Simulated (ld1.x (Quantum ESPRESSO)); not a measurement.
platinum (Pt): ultrasoft pseudisation with LDA (PZ), scalar-relativistic reference atom.

```
Element                 : Pt (Z = 78)
Generator               : ld1.x (Quantum ESPRESSO) 7.5
Type                    : ultrasoft
Functional              : LDA (PZ)
Relativity              : scalar-relativistic
Frozen core             : [Kr] 4d10 4f14 5s2
Valence charge          : 16
Reference configuration : 5p6 5d9 6s1 6p0
Partial waves           : 6s (bound): rcut 2.20, rcutus 2.90 bohr; 6s channel at 0.15 Ry: rcut 2.20, rcutus 2.90 bohr; 5p (bound): rcut 1.50, rcutus 2.05 bohr; 6p (bound, empty): rcut 1.50, rcutus 2.05 bohr; 5d (bound): rcut 1.35, rcutus 1.55 bohr; 5d channel at 4.15 Ry: rcut 1.35, rcutus 1.55 bohr
Local potential         : all-electron potential smoothed inside 2.15 bohr (lloc = -1)
Core correction         : none
Augmentation charge     : PSQ, inside the norm-conserving radii
```

Calculated quality:

| Item | Value |
| --- | --- |
| Cutoffs needed | 45 Ry and 80 Ry (the cutoffs (Ry, on a coarse ladder) from which the occupation-weighted sum of valence levels, in a spherical-Bessel basis at the reference potential, stays within 10 and 1 mRy of its value at 400 Ry) |
| Ghost test | no extra level below or beside the all-electron valence levels (s, p, d, f tested) (spherical-Bessel basis up to 400 Ry, 20 bohr box) |
| Configuration tests | test run stopped at test 6 of 9 (negative rho) |
| Lowest eigenvalue of the overlap operator | 0.09 (p channel) |
| Density cutoff estimated by the generator | 233 Ry |

Generation and tests took about 2.2 s on one core of a shared server CPU.
